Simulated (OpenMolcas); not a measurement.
Computed transition rates of Fe3+

* Program: OpenMolcas
* Method: MS-CASPT2, IPEA 0.25 Eh, imaginary shift 0.1 Eh (closed shells correlated: 3s 3p)
* Basis: ANO-R3 [7s5p5d3f2g1h]
* Scalar Hamiltonian: X2C, finite nucleus
* Active space: 5 electrons in 5 orbitals (3d)
* State averaging: 2S+1 = 6 even, 1 root; 2S+1 = 4 even, 24 roots; 2S+1 = 2 even, 75 roots
* Spin-orbit coupling: state interaction with AMFI integrals over the reference wave functions, term energies averaged over their components

Rates come from the transition moments of the reference wave functions (E1 and E2 in the length form). At fixed line strength A goes as λ^-3 for E1 and M1 and as λ^-5 for E2, so a rate at the computed wavelength can be rescaled to the measured one. Measured vacuum wavelengths follow from level energies in Corliss and Sugar, J. Phys. Chem. Ref. Data 11, 135 (1982). Branching counts decays inside the model space alone, at computed energies, and the table is only a selection of the E2 and M1 lines, drawn from those between levels with measured partners whose computed energy lies within a factor of 1.5 of the measured one.

| Upper | Lower | Type | λ computed (nm) | λ measured (nm) | A computed (s-1) | A rescaled (s-1) | Branching % |
| --- | --- | --- | --- | --- | --- | --- | --- |
| 3d⁵ ²P_1/2 | 3d⁵ ²F_5/2(2) | E2 | 249 | 256.6 | 1.09e+01 | 9.38e+00 | 39.4 |
| 3d⁵ ²P_3/2 | 3d⁵ ²F_7/2(2) | E2 | 249.5 | 257.3 | 9.30e+00 | 7.97e+00 | 34.5 |
| 3d⁵ ²P_3/2 | 3d⁵ ²D_5/2(1) [75 %] | E2 | 193.4 | 197.7 | 9.11e+00 | 8.16e+00 | 33.8 |
| 3d⁵ ²P_1/2 | 3d⁵ ²D_3/2(1) | E2 | 195.2 | 199.7 | 8.80e+00 | 7.85e+00 | 32.0 |
| 3d⁵ ⁴P_5/2 | 3d⁵ ⁶S_5/2 | M1 | 276.1 | 283.7 | 1.51e+00 |  | 100.0 |
| 3d⁵ ⁴P_3/2 | 3d⁵ ⁶S_5/2 | M1 | 275.5 | 283 | 9.84e-01 |  | 100.0 |
| 3d⁵ ²S_1/2 | 3d⁵ ⁴P_3/2 | M1 | 312.5 | 318.6 | 7.37e-01 |  | 80.9 |
| 3d⁵ ²D_5/2(1) [75 %] | 3d⁵ ⁴P_5/2 | M1 | 681.9 | 699.9 | 5.72e-01 |  | 58.3 |
| 3d⁵ ²H_11/2 | 3d⁵ ⁴G_11/2 | M1 | 399.1 | 414.5 | 5.34e-01 |  | 50.5 |
| 3d⁵ ⁴F_9/2 | 3d⁵ ⁴G_11/2 | E2 | 473.7 | 490.8 | 2.75e-01 | 2.30e-01 | 36.2 |
| 3d⁵ ²D_3/2(1) | 3d⁵ ⁴P_3/2 | M1 | 662 | 679.4 | 2.69e-01 |  | 61.6 |
| 3d⁵ ⁴F_9/2 | 3d⁵ ⁴G_11/2 | M1 | 473.7 | 490.8 | 1.53e-01 |  | 20.2 |
| 3d⁵ ⁴F_9/2 | 3d⁵ ⁴D_7/2 | M1 | 690.8 | 722.5 | 1.48e-01 |  | 19.4 |
| 3d⁵ ²F_7/2(2) | 3d⁵ ⁴F_9/2 | M1 | 1177 | 1158 | 1.20e-01 |  | 50.3 |
| 3d⁵ ²D_3/2(1) | 3d⁵ ⁴P_5/2 | M1 | 658.7 | 675.8 | 7.43e-02 |  | 17.0 |
| 3d⁵ ⁴D_1/2 | 3d⁵ ⁴P_1/2 | M1 | 3091 | 2865 | 6.20e-02 |  | 62.2 |
| 3d⁵ ²F_7/2(2) | 3d⁵ ²F_5/2(1) [70 %] | M1 | 1122 | 1100 | 6.07e-02 |  | 25.4 |
| 3d⁵ ²F_5/2(2) | 3d⁵ ²F_7/2(1) | M1 | 1049 | 1024 | 4.99e-02 |  | 21.3 |
| 3d⁵ ²G_9/2(1) | 3d⁵ ⁴F_9/2 | M1 | 1968 | 1961 | 4.98e-02 |  | 24.0 |
| 3d⁵ ⁴D_7/2 | 3d⁵ ⁴P_5/2 | M1 | 3020 | 2836 | 4.08e-02 |  | 92.3 |
| 3d⁵ ⁴D_1/2 | 3d⁵ ⁴P_3/2 | M1 | 3011 | 2806 | 3.74e-02 |  | 37.5 |
| 3d⁵ ²G_7/2(1) | 3d⁵ ²F_7/2(1) | M1 | 1720 | 1663 | 2.89e-02 |  | 30.9 |
| 3d⁵ ²G_7/2(1) | 3d⁵ ⁴F_7/2 | M1 | 2127 | 2122 | 2.16e-02 |  | 23.1 |
| 3d⁵ ²G_7/2(1) | 3d⁵ ²F_5/2(1) [70 %] | M1 | 1935 | 1908 | 1.59e-02 |  | 17.0 |
| 3d⁵ ⁴P_1/2 | 3d⁵ ⁴P_3/2 | M1 | 116200 | 136400 | 2.90e-05 | 1.79e-05 | 98.8 |

Spin-changing lines and M1 lines between different terms are not rescaled, since their strength hangs on the term gaps too.

The largest correction is for 3d⁵ ⁴P_1/2 → 3d⁵ ⁴P_3/2 (M1): 2.90e-05 × (116200 / 136400)^3 = 1.79e-05 s-1, a factor of 0.62.

These are rates of the free ion; in crystals, glasses and complexes forced electric-dipole and non-radiative decay shorten such lifetimes by orders of magnitude. No measured rate stands beside these. Rescaling mends the energy factor alone: line strengths can still be far off where a level mixes with configurations outside the active space, and weak or spin-changing lines hang on small mixing coefficients that depend on the term gaps too, so rescaling need not improve them.

Term energies are means over components that CASPT2 splits; among the terms shown or strongly mixed into the levels shown the widest spread is 700 cm-1 (3d⁵ ⁴F). Blocks of more than 70 roots (2S+1 = 2 even) ran without multistate coupling. Computed and measured levels are paired by configuration, term and J; levels that our copy of the source lacks, or whose pairing is in doubt (as where it misses far off the trend of its configuration), stay unpaired. Only configurations of the active space appear.

A share in square brackets marks a mixed level and gives the weight of the term that names it. A number in round brackets counts repeated terms of one configuration in the order of the reference energies.
